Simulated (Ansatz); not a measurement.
`[SiH3][SbH2]` + `C#CO` → `C#C[O][SbH2]` + SiH₄ at 500 K and 1 bar (cleavage of the Sb–Si bond).

Computed with Ansatz on PBE0-D4/def2-TZVP structures; ΔE is electronic, products minus reactants. CBS: MP2 limit from def2 TZ/QZ plus the TZ coupled-cluster correction, frozen cores. This one scheme is used for every species. def2 core potentials past Kr. For Sb outer-core shells are correlated without core-valence functions, which leaves a few kJ/mol of doubt a bond. Each species was taken in one conformer, which may not be the lowest.

```tsv
species	CCSD(T)/CBS energy (Eh)	H − E (kJ/mol)	S (J/(mol·K))
`[SiH3][SbH2]`	-532.08095	133.5	352.2
`C#CO`	-152.38380	108.9	279.1
`C#C[O][SbH2]`	-392.99526	131.8	373.9
SiH₄	-291.46306	102.4	230.9
```

H − E and S are ideal-gas, rigid-rotor, harmonic terms from PBE0-D4/def2-TZVP, for one conformer and one mirror image of each species. 1 Eh = 2625.50 kJ/mol, R = 8.31446 J/(mol·K).

Problem. By hand: ΔE, ΔH, ΔS and ΔG.

Solution. ΔE = (-392.99526) + (-291.46306) − (-532.08095) − (-152.38380) = 0.00643 Eh = 16.9 kJ/mol. Δ(H − E) = 131.8 + 102.4 − 133.5 − 108.9 = -8.2, so ΔH = 8.7 kJ/mol. ΔS = 373.9 + 230.9 − 352.2 − 279.1 = -26.5 J/(mol·K). ΔG = 8.7 − 500 × (-26.5)/1000 = 21.9 kJ/mol.

Problem. By hand: the equilibrium constant, and the temperature at which ΔG would vanish if ΔH and ΔS stayed fixed.

Solution. log₁₀ K = −ΔG/(RT ln 10) = -2.3. ΔH and −TΔS have one sign here, so there is no such temperature.

TΔS isn't small against ΔH here. A doubt of 5 kJ/mol in ΔE shifts log₁₀ K by 0.5 here. Other conformers and mirror images would add mixing entropy, several J/(mol·K) or more a flexible species. These are equilibria of isolated gas molecules and say nothing of rates. Largest T1 diagnostic: 0.015 (customary marks: 0.02 for closed shells, 0.045 for open ones).
